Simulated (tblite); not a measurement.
Compound: C4H12BNSi.
Atom-mapped SMILES: `[CH:1]#[N+:2][B@H-:3]([SiH3:4])[CH:5]([CH3:6])[CH3:7]` (hydrogens: H8 on C1; H9 on B3; H10, H11, H12 on Si4; H13 on C5; H14, H15, H16 on C6; H17, H18, H19 on C7)
Bond orders are those of one Lewis drawing.

Computed with GFN2-xTB (tblite), gas phase: L-BFGS steps from a force-field or distance-geometry start until the largest atomic force falls under 0.01 eV/Å.

Step 16: E = -558.1925 eV
```
atom  x, y, z in Å  |  force x, y, z in eV/Å
C1      0.9697    2.4585    0.5201    0.000  -0.033  -0.018
N2      0.8946    1.3056    0.5796    0.024   0.022   0.023
B3      0.7924   -0.1179    0.6323   -0.015   0.043  -0.013
Si4     2.1333   -0.8782   -0.6451    0.036  -0.023  -0.033
C5     -0.7462   -0.5722    0.2243   -0.095  -0.012   0.011
C6     -1.2381    0.0134   -1.0993   -0.015   0.015  -0.014
C7     -1.7362   -0.2439    1.3444   -0.005   0.038  -0.014
H8      1.0958    3.4995    0.4356   -0.020  -0.069  -0.014
H9      1.0505   -0.4312    1.7546    0.030  -0.028  -0.010
H10     1.7938   -2.2667   -0.9986    0.027   0.013   0.009
H11     2.2732   -0.1805   -1.9386   -0.021   0.028   0.019
H12     3.5092   -0.9220   -0.1164   -0.015   0.012  -0.006
H13    -0.7470   -1.6608    0.1089    0.037  -0.058   0.017
H14    -2.2304   -0.3675   -1.3450    0.011   0.000   0.012
H15    -0.5664   -0.2473   -1.9151    0.018  -0.018   0.017
H16    -1.3049    1.0995   -1.0509    0.011   0.034   0.034
H17    -1.7925    0.8312    1.5048   -0.010   0.046   0.000
H18    -2.7385   -0.6030    1.1088    0.011  -0.002  -0.034
H19    -1.4220   -0.7074    2.2765   -0.009  -0.008   0.013
```

Step 17: E = -558.1934 eV
```
atom  x, y, z in Å  |  force x, y, z in eV/Å
C1      0.9683    2.4574    0.5203    0.004  -0.021  -0.020
N2      0.8959    1.3045    0.5812    0.021   0.006   0.009
B3      0.7933   -0.1189    0.6299   -0.039   0.035   0.018
Si4     2.1362   -0.8793   -0.6454    0.010   0.002  -0.022
C5     -0.7484   -0.5716    0.2254   -0.040  -0.022   0.013
C6     -1.2383    0.0136   -1.0990   -0.006   0.013   0.011
C7     -1.7384   -0.2426    1.3454    0.006   0.032  -0.026
H8      1.0948    3.4979    0.4323   -0.022  -0.063  -0.010
H9      1.0499   -0.4340    1.7518    0.036  -0.031  -0.001
H10     1.7969   -2.2658   -1.0001    0.023  -0.014   0.004
H11     2.2741   -0.1798   -1.9365   -0.019   0.039  -0.008
H12     3.5125   -0.9202   -0.1209    0.001   0.008   0.008
H13    -0.7487   -1.6605    0.1114    0.034  -0.056   0.014
H14    -2.2306   -0.3676   -1.3431    0.010   0.010  -0.006
H15    -0.5646   -0.2471   -1.9135    0.000  -0.018   0.022
H16    -1.3027    1.0997   -1.0478    0.000   0.034   0.019
H17    -1.7940    0.8327    1.5045   -0.018   0.042   0.003
H18    -2.7394   -0.6028    1.1059    0.007   0.008  -0.019
H19    -1.4265   -0.7060    2.2789   -0.008  -0.001  -0.007
```

**Question.** Estimate the geometry and energy of step 18. (The exact step hangs on the optimiser's Hessian estimate; all steps are aligned on step 17, rigid shifts and turns removed.)

**Answer.** E = -558.1940 eV, largest force 0.054 eV/Å
```
atom  x, y, z in Å  |  force x, y, z in eV/Å
C1      0.9673    2.4563    0.5202    0.006  -0.013  -0.020
N2      0.8972    1.3036    0.5825    0.012  -0.017   0.000
B3      0.7932   -0.1191    0.6286   -0.040   0.003   0.033
Si4     2.1385   -0.8800   -0.6461   -0.017   0.023  -0.007
C5     -0.7506   -0.5718    0.2263    0.017  -0.023   0.010
C6     -1.2385    0.0141   -1.0985    0.003   0.007   0.028
C7     -1.7401   -0.2412    1.3459    0.006   0.020  -0.023
H8      1.0938    3.4958    0.4297   -0.018  -0.034  -0.010
H9      1.0502   -0.4366    1.7500    0.036  -0.030  -0.001
H10     1.7996   -2.2655   -1.0012    0.020  -0.030   0.001
H11     2.2745   -0.1787   -1.9353   -0.018   0.044  -0.025
H12     3.5150   -0.9188   -0.1241    0.010   0.006   0.017
H13    -0.7494   -1.6613    0.1135    0.025  -0.035   0.013
H14    -2.2306   -0.3674   -1.3418    0.004   0.017  -0.020
H15    -0.5633   -0.2474   -1.9120   -0.011  -0.013   0.025
H16    -1.3013    1.1004   -1.0454   -0.006   0.021   0.008
H17    -1.7955    0.8345    1.5044   -0.019   0.028   0.001
H18    -2.7400   -0.6025    1.1035    0.000   0.018  -0.008
H19    -1.4300   -0.7051    2.2804   -0.010   0.009  -0.024
```

The energy changes by -0.0006 eV. The first-order estimate −F·Δx gives -0.0009 eV and the mean of the old and new forces, exact on a quadratic surface, -0.0006 eV. The step makes an angle of 63° with the force vector and moves no atom by more than 0.004 Å.

The cost below is that of the whole relaxation. The run took 1.1 s of wall time on an Arm Neoverse N1 with one thread, shared host.
